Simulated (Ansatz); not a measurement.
Consider the substitution at a C–Te bond: `[SiH3][SiH2]C[TeH]` + `[OH][AlH2]` → `[AlH2][O]C[SiH2][SiH3]` + H₂Te.

Isolated molecules relaxed with PBE0-D4/def2-TZVP in Ansatz; ΔE leaves out vibrations. CBS: MP2 limit from def2 TZ/QZ plus the TZ coupled-cluster correction, frozen cores. This one scheme is used for every species. DFT in def2-TZVPP. B3LYP here is the variant with VWN-RPA as its local correlation; programs differ in this. Elements past krypton have def2 core potentials. For Te outer-core shells are correlated without core-valence functions, which leaves a few kJ/mol of doubt a bond. One conformer a species, not always the lowest.

`[SiH3][SiH2]C[TeH]`:

Cartesian coordinates in Å:
```
Si 0.047 -0.022 -1.908
Si 0.372 0.907 0.218
C 0.464 -0.455 1.507
Te -1.297 -1.683 1.426
H 0.785 -1.312 -2.000
H 0.588 0.902 -2.944
H -1.389 -0.263 -2.201
H -0.755 1.819 0.562
H 1.628 1.713 0.241
H 0.597 -0.085 2.523
H 1.284 -1.136 1.273
H -2.324 -0.386 1.302
```

`[OH][AlH2]`:

Cartesian coordinates in Å:
```
O 0.041 1.199 -0.202
Al -0.225 -0.456 0.052
H 0.905 1.605 -0.168
H 1.002 -1.409 0.364
H -1.723 -0.938 -0.046
```

`[AlH2][O]C[SiH2][SiH3]`:

Z-matrix (Å, degrees):
```
C
O 1 1.405
Si 1 1.897 2 110.3
H 1 1.100 2 112.1 3 121.9
H 1 1.097 2 109.4 3 -120.3
Al 2 1.691 1 133.5 3 -108.1
Si 3 2.343 1 111.5 2 179.4
H 3 1.492 1 108.2 2 58.9
H 3 1.488 1 109.7 2 -58.7
H 6 1.576 2 116.1 1 177.2
H 6 1.584 2 118.3 1 -3.2
H 7 1.489 3 110.5 1 60.4
H 7 1.489 3 110.5 1 -59.3
H 7 1.488 3 110.7 1 -179.5
```

H₂Te:

Cartesian coordinates in Å:
```
Te -0.039 -0.543 -0.555
H 0.279 1.082 -0.534
H -0.240 -0.539 1.089
```

```json
{"level": "PBE-D4", "ΔE (kJ/mol)": "77.6"}
{"level": "r2SCAN-D4", "ΔE (kJ/mol)": "77.4"}
{"level": "r2SCAN", "ΔE (kJ/mol)": "76.7"}
{"level": "B3LYP", "ΔE (kJ/mol)": "65.3"}
{"level": "MP2/def2-TZVPP", "ΔE (kJ/mol)": "99.0"}
{"level": "CCSD/def2-TZVPP", "ΔE (kJ/mol)": "79.9"}
{"level": "CCSD(T)/def2-TZVPP", "ΔE (kJ/mol)": "83.6"}
{"level": "MP2/CBS(def2)", "ΔE (kJ/mol)": "108.7"}
```

Question: What does CCSD(T)/CBS give? (Best estimate.)

Answer: Computed: +93.2 kJ/mol. The listed levels differ from it by -15.6, -15.8, -16.5, -27.9, 5.8, -13.3, -9.6, 15.5 kJ/mol.

Largest T1 diagnostic among the species: 0.014.

The D4 term adds +8.7 kJ/mol with B3LYP and +4.4 kJ/mol with PBE0; it sums over pairs of atoms, weighted by their polarisabilities, and B3LYP, whose exchange is more repulsive, gets the larger term. In def2-TZVPP, CCSD(T) changes the Hartree–Fock value by +23.0 kJ/mol (the triples alone add +3.6 kJ/mol) and MP2 by +38.5 kJ/mol.
